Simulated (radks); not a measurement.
Results of a calculation; reference values are marked as such.
K15+, configuration [He] 2s2.

Code: a radial shooting solver on a logarithmic mesh with Libxc functionals. Model: Dirac Kohn-Sham, PBE, spin-unpolarised, spherical densities, finite nucleus; Fermi nuclear charge, rms radius 3.4349 fm.

Energy parts (Ry):
part                       energy
total                  -848.54358
kinetic                 856.75836
electron-nucleus      -1762.19017
Hartree                  86.99650
exchange-correlation    -30.10826

Orbitals (lengths in bohr, moments of r in powers of bohr; <r^-3> diverges for s and p1/2; r(90%) holds 90 % of the orbital's charge):
| orbital | occ. | eigenvalue (Ry) | <r^2> | r(90%) | <r^-3> | small-component weight |
|---|---|---|---|---|---|---|
| 1s1/2 | 2 | -316.0377 | 0.008681 | 0.143 | - | 4.64e-03 |
| 2s1/2 | 2 | -68.88942 | 0.1360 | 0.521 | - | 1.00e-03 |

The highest occupied level is 2s1/2 at -937.29 eV. The density falls to 0.001 e/bohr^3 at r = 0.98 bohr. For comparison, the ionisation energy in NIST's Atomic Spectra Database is 967.7 eV (semi-empirical). In exact Kohn-Sham theory the highest level is minus the ionisation energy, but local and semilocal functionals leave it too shallow, through self-interaction and a potential that decays too fast; potentials with the right tail come closer.
